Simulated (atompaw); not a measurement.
# Reading a pseudo-wave (Ag)

Columns: radius, all-electron u(r) and pseudo u(r) of the 5p shell (level -0.74 eV) of silver in the configuration [Kr] 4d10 5s1 5p0; PBE, scalar-relativistic, PAW (atompaw) scheme, atompaw 4.2.0.5.

```csv
r (bohr),all-electron,pseudo
0.115,-0.0278,0.0008
0.231,0.0821,0.0032
0.346,0.0625,0.0073
0.462,-0.0224,0.0131
0.577,-0.0979,0.0205
0.692,-0.1388,0.0297
0.808,-0.1448,0.0407
0.923,-0.1245,0.0535
1.038,-0.0879,0.0682
1.154,-0.0423,0.0848
1.269,0.0060,0.1032
1.385,0.0546,0.1236
1.500,0.1006,0.1454
1.615,0.1434,0.1688
1.731,0.1830,0.1936
1.846,0.2185,0.2190
1.962,0.2506,0.2451
2.077,0.2791,0.2708
2.192,0.3043,0.2958
2.308,0.3267,0.3196
2.423,0.3463,0.3412
2.538,0.3633,0.3604
2.654,0.3782,0.3769
2.769,0.3908,0.3905
2.885,0.4017,0.4017
3.000,0.4108,0.4108
```

(1) How many radial nodes do the two functions have?

(2) Is the pseudo-wave norm-conserving?

## Answers

(1) The all-electron 5p function has n − l − 1 = 3; the pseudo-wave has 0, since the states of the same l below it are removed with the core.

(2) No, it belongs to a PAW set: the norm inside the radius is not constrained, and the difference is carried by the augmentation charge.
